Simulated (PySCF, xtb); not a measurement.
H9NSi3, SMILES [SiH3]N[SiH2][SiH3].

xtb with GFN2-xTB at its own geometry gives an orbital gap of 4.29 eV and a dipole moment of 0.91 D.

Coordinates come from a PBE0-D3(BJ)/def2-SVP optimisation. One conformer was computed; it need not be the lowest.

Q: What does ωB97X/def2-TZVP in PySCF give? (Estimate from the structure and the level; the computed values follow.)

A: gap 11.50 eV (levels -9.92 and 1.58 eV), dipole 1.11 D.
